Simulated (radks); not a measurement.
Task: Species: Cu11+. Configuration: [Ar] (the NIST ground configuration). Method: non-relativistic Kohn-Sham, PBE, spin-polarised, spherical densities, point nucleus; computed with a radial shooting solver on a logarithmic mesh with Libxc functionals. Some entries of the table are withheld. Estimate them.

orbital,occ.,eigenvalue (Ry),<r^2> (bohr^2),<1/r> (bohr^-1)
1s,2,(1),0.003754,28.50
2s,2,(2),0.06655,6.212
2p,6,-91.19138,(3),(4)
3s,2,-28.79733,0.4713,2.221
3p,6,-25.75929,0.4731,2.144

Result: 
(1) 1s eigenvalue (Ry): -666.4897
(2) 2s eigenvalue (Ry): -100.6036
(3) 2p <r^2> (bohr^2): 0.05245
(4) 2p <1/r> (bohr^-1): 6.165
